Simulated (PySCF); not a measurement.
The dipole of `F/C=C(/OC(C)(C)C)C` from its density and from atomic charges.

Coordinates (GFN2-xTB, Å) and charges (e) from the PBE0/pcSseg-1 density (PySCF):

```
atom       x       y       z  Mulliken      IAO  Hirshfeld  ESP-fitted
  C1   2.840  -0.224  -0.284   -0.2005  -0.4306    -0.1274     -0.5060
  C2   1.496   0.237   0.206   +0.0017  +0.1690    +0.0590     +0.4229
  C3   1.380   1.172   1.145   +0.2106  +0.0197    -0.0183     -0.3149
  F4   2.496   1.733   1.685   -0.3028  -0.2890    -0.1004     -0.1375
  O5   0.511  -0.429  -0.441   -0.4813  -0.3487    -0.0951     -0.4550
  C6  -0.895  -0.245  -0.228   -0.2567  +0.2387    +0.1031     +0.7494
  C7  -1.522  -1.240  -1.214   -0.1622  -0.4167    -0.1246     -0.5917
  C8  -1.309  -0.627   1.196   -0.1681  -0.4326    -0.1270     -0.5938
  C9  -1.346   1.172  -0.595   -0.1682  -0.4325    -0.1270     -0.5732
 H10   2.942  -1.293  -0.112   +0.1289  +0.1580    +0.0465     +0.1505
 H11   3.637   0.305   0.227   +0.1298  +0.1639    +0.0430     +0.1659
 H12   2.915  -0.049  -1.356   +0.1289  +0.1580    +0.0465     +0.1511
 H13   0.494   1.591   1.584   +0.1066  +0.1439    +0.0445     +0.2265
 H14  -1.214  -0.999  -2.228   +0.1180  +0.1470    +0.0412     +0.1537
 H15  -1.189  -2.248  -0.985   +0.1181  +0.1470    +0.0412     +0.1548
 H16  -2.606  -1.201  -1.154   +0.1069  +0.1386    +0.0437     +0.1443
 H17  -0.956   0.089   1.931   +0.1083  +0.1384    +0.0367     +0.1274
 H18  -2.393  -0.674   1.257   +0.1141  +0.1453    +0.0462     +0.1571
 H19  -0.903  -1.604   1.446   +0.1228  +0.1494    +0.0424     +0.1500
 H20  -2.432   1.211  -0.616   +0.1142  +0.1453    +0.0462     +0.1513
 H21  -0.967   1.432  -1.580   +0.1228  +0.1493    +0.0424     +0.1451
 H22  -0.989   1.911   0.115   +0.1083  +0.1385    +0.0367     +0.1218
```

**Question.** Form Σ q r in debye for every column and set it beside the full dipole.

**Answer.** The full density gives (-2.15, -0.60, -0.56) D, 2.30 D in size; dipole vectors point from the negative to the positive end.

| scheme | μx | μy | μz | size (D) | share of the full size (%) | angle to the full dipole (°) |
| --- | --- | --- | --- | --- | --- | --- |
| Mulliken | -3.02 | -0.35 | -0.29 | 3.05 | 133 | 12 |
| IAO | -3.10 | -1.04 | -0.98 | 3.41 | 148 | 4 |
| Hirshfeld | -1.44 | -0.61 | -0.58 | 1.66 | 72 | 9 |
| ESP-fitted | -2.14 | -0.60 | -0.56 | 2.29 | 100 | 0 |

**Question.** Which set comes closest?

**Answer.** Length of the difference vector: ESP-fitted 0.01 D, Hirshfeld 0.72 D, Mulliken 0.94 D, IAO 1.13 D. Closest: ESP-fitted. The schemes that divide the density aren't constrained to reproduce the dipole.

**Question.** What is left for the Hirshfeld atoms' own dipoles?

**Answer.** The shares of the density sum to the whole, so what Σ q r misses lies in dipoles about the nuclei. The atomic dipoles sum to (-2.15, -0.60, -0.56) − (-1.44, -0.61, -0.58) = (-0.71, 0.01, 0.02) D, 0.72 D in size.

**Question.** With the origin at the mean of the coordinates, (0.000, 0.001, 0.000) Å, which are the largest single terms, by size, of the Mulliken dipole along the direction of the full one?

**Answer.** F4 +4.64, C1 +2.43, H11 -2.20, C3 -1.89, C7 -1.59 D; all 22 atoms together +2.98 D. The single terms depend on the origin, their sum doesn't.

**Question.** Give the size of the full dipole in other units.

**Answer.** 2.30 D = 0.906 au = 0.479 e·Å = 7.68 × 10⁻³⁰ C·m.

The structure is a single GFN2-xTB conformer in the gas phase; no vibrational or solvent corrections.

The values belong to the conformer `[CH3:1]/[C:2](=[CH:3]\[F:4])[O:5][C:6]([CH3:7])([CH3:8])[CH3:9]`: C1–C2–O5–C6 180°, C2–O5–C6–C7 180°.
